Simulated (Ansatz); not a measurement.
Molybdenum hexafluoride (`[F][Mo]([F])([F])([F])([F])[F]`), relaxed with RKS PBE0-D4/def2-TZVP in Ansatz 0.2.0 from a GFN2-xTB geometry. The force threshold is 0.005 eV/Å; the program also tests the step.

The species carries charge 0 and has multiplicity 1. Mo: def2 effective core potential.

Start:

```xyz
7

F     1.282    1.040    0.539
Mo    0.000    0.000    0.000
F    -0.214    0.994   -1.408
F    -1.151    0.974    0.862
F    -1.282   -1.040   -0.539
F     1.151   -0.974   -0.862
F     0.214   -0.994    1.408
```

(1) How much energy does the relaxation release, and in how many steps? (Best estimate.)

(2) Which bonds change most? (Best estimate.)

(3) Give the relaxed structure. (Best estimate.)

## Answers

(1) The calculation gave: 21.03 kcal/mol, in 3 steps.

(2) Computed: Mo2–F7 from 1.737 to 1.817 Å; Mo2–F3 from 1.737 to 1.817 Å; Mo2–F6 from 1.737 to 1.817 Å; F1–Mo2 from 1.737 to 1.817 Å.

(3) Computed: 
```xyz
7

F     1.342    1.087    0.564
Mo    0.000    0.000    0.000
F    -0.223    1.040   -1.473
F    -1.204    1.019    0.902
F    -1.342   -1.087   -0.564
F     1.204   -1.019   -0.902
F     0.224   -1.040    1.473
```
